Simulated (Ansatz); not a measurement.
A nudged elastic band was laid between two geometries of AlClH4N2 + H2 (10 atoms, charge 0, multiplicity 1).

All numbers below come from RKS B3LYP-D4/def2-SVP in Ansatz 0.2.0.

```yaml
movable_images: 7
climbing_image: yes
spring: 5.0 eV/Å²
optimiser: quadratic models (default)
start_path: through a guess of the saddle point
force_threshold: 0.05 eV/Å
iteration_limit: 60
end_points: relaxed
```

First end point:

```xyz
10
Properties=species:S:1:pos:R:3
Al 0.018 -0.282 -0.061
Cl 0.025 -0.551 2.040
N 1.572 -0.149 -0.890
H 1.709 -0.028 -1.888
H 2.469 -0.177 -0.416
N -1.540 -0.250 -0.891
H -2.434 -0.349 -0.420
H -1.684 -0.126 -1.888
H 0.015 2.854 0.885
H 0.004 2.324 1.433
```

Last end point:

```xyz
10
Properties=species:S:1:pos:R:3
Al 0.018 0.672 -0.548
Cl 0.004 0.314 2.884
N 1.572 -0.044 -1.013
H 1.705 -0.904 -1.535
H 2.473 0.322 -0.722
N -1.536 0.004 -1.082
H -1.674 -0.859 -1.599
H -2.437 0.411 -0.851
H 0.019 2.018 0.297
H 0.011 1.331 2.073
```

Which bonds break or form, and what moves?

Bonds broken: Al1–Cl2, H9–H10. Bonds formed: Al1–H9, Cl2–H10. AlClH4N2 + H2 becomes AlH5N2 + ClH.

What energy profile does the band end with?

The forces met the threshold. The highest image is number 6 of 0 to 8, 149.0 kJ/mol above the first end and 17.1 kJ/mol above the last; the last end lies 131.9 kJ/mol above the first. The profile has 2 maxima (images 3, 6) with wells between them (image 4): this band takes more than one step, which may be the mechanism or a detour left from its start path. A vibrational analysis at the climbing image gives one clearly imaginary mode, 417i cm⁻¹: a first-order saddle point. The orbitals stay closed-shell, which can raise the energy where a bond breaks towards radicals; this wasn't checked here.

| image | path coordinate (Å) | energy (kJ/mol) | Al1–Cl2 (Å) | H9–H10 (Å) | Al1–H9 (Å) |
| --- | --- | --- | --- | --- | --- |
| 0 | 0.00 | 0.0 | 2.12 | 0.76 | 3.28 |
| 1 | 0.81 | 2.4 | 2.12 | 0.76 | 2.81 |
| 2 | 1.62 | 12.3 | 2.12 | 0.76 | 2.64 |
| 3 | 2.43 | 14.8 | 2.13 | 0.76 | 2.52 |
| 4 | 3.24 | 8.2 | 2.13 | 0.76 | 2.52 |
| 5 | 4.04 | 41.5 | 2.20 | 0.79 | 2.05 |
| 6 | 4.85 | 149.0 | 2.61 | 1.27 | 1.66 |
| 7 | 5.64 | 135.8 | 3.17 | 1.75 | 1.59 |
| 8 | 6.42 | 131.9 | 3.45 | 1.90 | 1.59 |

What is the geometry of the highest image?


```xyz
10
Properties=species:S:1:pos:R:3:forces:R:3
Al -0.013 0.528 -0.294 0.00 0.00 -0.01
Cl 0.294 0.377 2.297 0.00 0.00 0.00
N 1.562 -0.114 -0.801 0.01 -0.01 -0.01
H 1.801 -0.351 -1.758 -0.01 0.00 0.00
H 2.373 -0.215 -0.201 -0.01 0.00 0.00
N -1.562 -0.035 -0.940 0.00 0.00 0.00
H -1.742 -0.978 -1.271 0.00 0.00 0.00
H -2.427 0.496 -0.912 0.00 0.00 0.00
H -0.164 2.056 0.329 0.00 0.00 0.00
H 0.033 1.501 1.456 0.00 0.00 0.00
```

Time of the run: 4.5 min on 2 threads of Arm Neoverse V2, on a shared host, peak memory 0.19 GiB.
